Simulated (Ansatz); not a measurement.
Reaction (redistribution): `[OH][Ge]([OH])([OH])[Cl]` + `N[SiH2][SiH](N)Cl` → `[OH][Ge]([OH])([Cl])[Cl]` + `N[SiH2][SiH](N)O`

Isolated molecules relaxed with PBE0-D4/def2-TZVP in Ansatz; ΔE leaves out vibrations. CBS: MP2 limit from def2 TZ/QZ plus the TZ coupled-cluster correction, frozen cores. DFT in def2-TZVPP. B3LYP here is the variant with VWN-RPA as its local correlation; programs differ in this. For Ge outer-core shells are correlated without core-valence functions, which leaves a few kJ/mol of doubt a bond. Scalar relativity is left out up to krypton. Each species was taken in one conformer, which may not be the lowest.

```json
{"level": "PBE-D4", "ΔE (kJ/mol)": "-12.6", "difference from CCSD(T)/CBS": "-1.0"}
{"level": "r2SCAN-D4", "ΔE (kJ/mol)": "-12.6", "difference from CCSD(T)/CBS": "-1.0"}
{"level": "PBE0-D4", "ΔE (kJ/mol)": "-12.1", "difference from CCSD(T)/CBS": "-0.5"}
{"level": "B3LYP-D4", "ΔE (kJ/mol)": "-14.4", "difference from CCSD(T)/CBS": "-2.8"}
{"level": "ωB97X-V", "ΔE (kJ/mol)": "-11.9", "difference from CCSD(T)/CBS": "-0.3"}
{"level": "ωB97M-V", "ΔE (kJ/mol)": "-13.6", "difference from CCSD(T)/CBS": "-2.0"}
{"level": "PBE", "ΔE (kJ/mol)": "-13.1", "difference from CCSD(T)/CBS": "-1.5"}
{"level": "MP2/def2-TZVPP", "ΔE (kJ/mol)": "-10.8", "difference from CCSD(T)/CBS": "0.8"}
{"level": "CCSD/def2-TZVPP", "ΔE (kJ/mol)": "-11.8", "difference from CCSD(T)/CBS": "-0.2"}
{"level": "CCSD(T)/def2-TZVPP", "ΔE (kJ/mol)": "-11.8", "difference from CCSD(T)/CBS": "-0.2"}
{"level": "HF/def2-QZVPP", "ΔE (kJ/mol)": "-11.6", "difference from CCSD(T)/CBS": "0.0"}
{"level": "MP2/def2-QZVPP", "ΔE (kJ/mol)": "-10.7", "difference from CCSD(T)/CBS": "0.9"}
{"level": "SCS-MP2/def2-QZVPP", "ΔE (kJ/mol)": "-10.7", "difference from CCSD(T)/CBS": "0.9"}
{"level": "HF/CBS(def2)", "ΔE (kJ/mol)": "-11.6", "difference from CCSD(T)/CBS": "0.0"}
{"level": "MP2/CBS(def2)", "ΔE (kJ/mol)": "-10.6", "difference from CCSD(T)/CBS": "1.0"}
{"level": "CCSD/CBS(def2)", "ΔE (kJ/mol)": "-11.6", "difference from CCSD(T)/CBS": "0.0"}
{"level": "CCSD(T)/CBS", "ΔE (kJ/mol)": "-11.6", "difference from CCSD(T)/CBS": "0"}
```

Largest T1 diagnostic among the species: 0.012.
